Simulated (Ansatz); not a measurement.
```xyz
8

C     0.0034    0.0054   -0.7518
C    -0.0056   -0.0081    0.7579
H     0.0036   -1.0191   -1.1572
H    -0.8846    0.5109   -1.1748
H     0.8803    0.5061   -1.1603
H     0.0047    1.0326    1.1636
H    -0.8949   -0.5155    1.1605
H     0.8841   -0.5024    1.1656
```

Basis set: STO-3G (spherical functions). Frozen core: 2 orbitals. Charge 0, multiplicity 1.

Computed with Ansatz (development build ahead of 0.2.0); each method stands on the lowest determinant of its kind that the runs found. Restricted open shells among the atoms or ions are ROHF, correlated in semicanonical orbitals with singles.

Problem. Give the atomization energy at this shape (free ground-state atoms in the same class of orbitals less the molecule, no zero-point energy) of singlet C₂H₆ by RHF-MP2, RHF.

Solution.

```tsv
method	atomization energy
RHF-MP2	32.53 eV
RHF	30.13 eV
```

This basis has no polarisation functions and is too small for such energies, which can lie far from measured ones in either direction.
